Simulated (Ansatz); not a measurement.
[ErCl6]3- (ErCl₆³⁻). The state is a quartet with charge -3. Geometry PBE-D4/def2-SVP; atoms count from 1.

Cartesian coordinates in Å:
```
Er 0.0008 0.0001 0.0009
Cl -2.0251 1.7598 0.2784
Cl 2.0274 -1.7578 -0.2772
Cl -1.6605 -2.0523 0.5514
Cl 1.6596 2.0529 -0.5554
Cl 0.5775 0.1907 2.6287
Cl -0.5797 -0.1935 -2.6269
```

In the def2 sets Er takes a core potential; there is no spin–orbit coupling. With an open 4f shell the SCF may have ended on a state above the lowest. A multiply charged anion in the gas phase is held together partly by the finite basis. The highest occupied level of the charge -3 quartet lies above zero (up to 3.41 eV). It is a level of β spin, whose loss leaves a quintet; that state wasn't run at this geometry and level. The electron is either unbound and held by the finite basis, or the level is raised by self-interaction error. No other spin state of charge -3 was run.

(1) Estimate the Mulliken populations from the PBE0/def2-TZVP orbitals of Ansatz.

(2) Where does the spin sit?

(3) And the Mayer bond orders between bonded heavy atoms (over 0.3)?

## Answers

(1) 
```tsv
atom	charge (e)	spin (α − β)	d electrons
Er1	1.42	3.01	10.77
Cl2	-0.74	0.00	–
Cl3	-0.74	0.00	–
Cl4	-0.74	0.00	–
Cl5	-0.74	0.00	–
Cl6	-0.74	0.00	–
Cl7	-0.74	0.00	–
```
Mulliken values and Mayer orders depend strongly on the basis.

(2) Summed by element: Er 3.01, Cl -0.01, of 3 unpaired in all. Largest on single atoms: Er1 3.01, Cl4 0.00, Cl5 0.00.

(3) Er1–Cl2 0.49 (2.70 Å); Er1–Cl3 0.49 (2.70 Å); Er1–Cl4 0.49 (2.70 Å); Er1–Cl5 0.49 (2.70 Å); Er1–Cl6 0.49 (2.70 Å); Er1–Cl7 0.49 (2.70 Å).
